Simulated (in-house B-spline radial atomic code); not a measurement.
## RPA and G0W0 on HSE06: Ce⁴⁺

Configuration [Kr] 4d10 5s2 5p6, mean-field start HSE06. Computed with a B-spline radial code for spherical atoms: all electrons, scalar-relativistic (spin-free one-electron X2C), finite nucleus, each spin shell either full or empty, empty states to l = 9 with an (l + 1/2)⁻⁴ tail; G0W0 by contour deformation at full frequency.

Spin-orbit coupling, left out, splits p levels strongly here.

Command:
```bash
python run_gw.py task.json out
```
Settings (radii: box in bohr, nucleus in fm):
```
Z                        58
electrons                54
configuration            [Kr] 4d10 5s2 5p6
hamiltonian              x2c
method                   hse06
lmax                     9
rms_radius               4.8771
spin_polarised           False
box_radius               11.96
intervals                67
```

Run time, properties included: 6.2 s on 1 thread of Arm Neoverse N1, on a shared host.

Energies (hartree):

```csv
term,value
mean-field total,-8856.53551
Hartree-Fock functional on these orbitals,-8853.82115
direct second order,-4.9269
second-order exchange,1.3318
SOSEX correction,1.2467
```

Task: What is the RPA correlation energy, and what remains with SOSEX?

Result: RPA gives -4.3427 hartree (-2.19 eV per electron); RPA + SOSEX gives -3.0961, and the second-order doubles -3.5951 hartree (no singles). RPA lacks exchange-type terms and so overcorrelates at short range.

Quasi-particle levels (eV):

```json
{"level": "5p", "occupied": "yes", "mean field": "-61.47", "Σx - vxc": "-4.54", "Σc": "?", "QP weight": "?", "G0W0": "?"}
{"level": "4d", "occupied": "yes", "mean field": "-158.14", "Σx - vxc": "-11.66", "Σc": "2.92", "QP weight": "0.876", "G0W0": "-166.88"}
{"level": "4f", "occupied": "no", "mean field": "-44.13", "Σx - vxc": "12.61", "Σc": "-5.98", "QP weight": "0.933", "G0W0": "-37.50"}
```

G0W0 = mean field + (Σx - vxc) + Σc, with Σc (partial-wave tail included) taken at the quasi-particle energy. Only the outer levels were computed. Levels of low weight are left out.

Task: Where does G0W0 put 5p?

Result: At -66.85 eV, with Σc = -0.84 eV and a quasi-particle weight of 0.935. The tabulated removal energy is 65.55 ± 0.25 eV (NIST, semi-empirical); the calculation leaves out spin-orbit coupling, Breit and QED terms, and what these don't explain is the method's own error.
